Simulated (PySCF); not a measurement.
**`[SiH2](S(C)(=O)=O)[SiH3]`, CH$_{8}$O$_{2}$SSi$_{2}$**

Cartesian coordinates in Å; atom numbers follow the order of the lines, from 1:
```xyz
14

C    -2.466    0.206   -0.252
S    -0.905   -0.367    0.409
O    -0.675    0.366    1.666
O    -0.943   -1.835    0.407
Si    0.771    0.294   -0.912
Si    2.543   -0.138    0.557
H    -3.215   -0.127    0.481
H    -2.644   -0.269   -1.225
H    -2.454    1.301   -0.320
H     0.732   -0.501   -2.173
H     0.552    1.742   -1.206
H     2.538    0.908    1.617
H     2.337   -1.496    1.132
H     3.829   -0.087   -0.202
```

Method used: TDDFT B3LYP/def2-SVPD excited states, vertical, gas phase (PySCF). Geometry: PBE0-D3(BJ)/def2-SVP.

(1) Give the one- and two-photon strengths of the lowest singlets.

Results:

(1) δ for parallel linear polarisation; σ at the peak of a Lorentzian of half width 0.1 eV, single beam; Ω is circular over linear.
| state | E (eV) | f | photon λ (nm) | δ (au) | σ (GM) | Ω | main |
| --- | --- | --- | --- | --- | --- | --- | --- |
| S1 | 5.59 | 0.108 | 444 | 245 | 2.80 | 0.53 | HOMO→LUMO 0.93 |
| S2 | 6.11 | 0.017 | 406 | 29.7 | 0.41 | 0.81 | HOMO→LUMO+1 0.87 |
| S3 | 6.27 | 0.002 | 395 | 0.95 | 0.01 | 1.47 | HOMO−1→LUMO 0.96 |
| S4 | 6.36 | 0.013 | 390 | 5.39 | 0.08 | 0.95 | HOMO→LUMO+2 0.71, HOMO→LUMO+3 0.23 |
| S5 | 6.54 | 0.084 | 379 | 87.7 | 1.38 | 0.81 | HOMO→LUMO+3 0.55, HOMO→LUMO+2 0.18 |

Among these, the strongest one-photon state is S1, the strongest two-photon state S1, with a dipole change of 5.3 D (relaxed, norm of the difference vector).
